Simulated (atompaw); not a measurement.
# PBEsol PAW (atompaw) dataset for Tc, scalar-relativistic all-electron reference.

* Element: technetium (Tc)
* Generator: atompaw 4.2.0.5
* Type: PAW
* Functional: PBEsol
* Relativity: scalar-relativistic
* Frozen core: [Ar] 3d10
* Valence charge: 15
* Reference configuration: 4s2 4p6 4d5 5s2 5p0
* Partial waves: 4s (bound): rc 1.40 bohr; 5s (bound): rc 1.85 bohr; 4p (bound): rc 1.80 bohr; 5p (bound, empty): rc 1.90 bohr; 4d (bound): rc 1.45 bohr; 4d channel at 0.8 Ry: rc 1.45 bohr
* Local potential: bessel scheme, radius 1.85 bohr
* Core correction: smooth core density matched at 1.80 bohr
* Augmentation charge: besselshape compensation charge, radius 1.75 bohr; PAW radius 1.90 bohr; waves and projectors: custom rrkj gramschmidtortho

All-electron outer shells of the reference configuration (PBEsol, scalar-relativistic, ld1.x):

```csv
shell,level (eV),outermost node (bohr),outermost maximum (bohr)
3p,-415.70,0.16,0.36
3d,-249.88,–,0.31
4s,-73.32,0.50,0.95
4p,-45.30,0.51,1.03
4d,-6.67,0.50,1.27
5s,-5.08,1.28,2.72
5p,-1.38,1.45,3.63
```

Estimate the cutoffs (Ry, on a coarse ladder) from which the occupation-weighted sum of valence levels, in a spherical-Bessel basis at the reference potential, stays within 10 and 1 mRy of its value at 400 Ry.

50 Ry and 80 Ry.

What does a ghost test show?

No extra level below or beside the all-electron valence levels (s, p, d, f tested).

Is the overlap operator S = 1 + Σ q|β⟩⟨β| positive definite (Bessel basis up to 400 Ry)?

Yes: its lowest eigenvalue is 0.08 (s channel).

Which valence shell sets the plane-wave cutoff?

4d: its level needs 50 Ry to come within 1 mRy, against 30 Ry for 5s.
